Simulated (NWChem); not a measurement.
System: SiPH$_{4}$, doublet; SMILES [SiH2]P

Here is an NWChem input.

```
start job
memory heap 200 mb stack 900 mb global 1100 mb
geometry units angstroms
  Si    -1.075198    -0.408002    -0.001900
  P      0.994931     0.394254     0.003100
  H     -1.777569     0.025858     1.210051
  H     -1.795904     0.085765    -1.179839
  H      1.487317    -0.454577     0.978355
  H      1.471967    -0.404420    -1.022590
end
basis spherical
  * library 6-31g*
end
dft
  odft
  mult 2
  xc b3lyp
  iterations 150
end
driver
  maxiter 120
end
task dft optimize
task dft freq
```

In the optimisation the excess spin sits in a' (Cs, its own frame). B3LYP is NWChem's, with the RPA form of VWN correlation.

The level has its own optimisation; frequencies are unscaled.

Question: What results follow from this input? (B3LYP/6-31G* (spherical d), spin-unrestricted.) Quantities: r P–Si (Å); r H–Si (Å); r H–P (Å); highest harmonic frequency (cm⁻¹); lowest (cm⁻¹); zero-point energy (kcal/mol); dipole (D).

Answer: 
```yaml
r P–Si (Å): 2.270
r H–Si (Å): 1.495
r H–P (Å): 1.423
highest harmonic frequency (cm⁻¹): 2420
lowest (cm⁻¹): 182
zero-point energy (kcal/mol): 20.7
dipole (D): 0.82
```
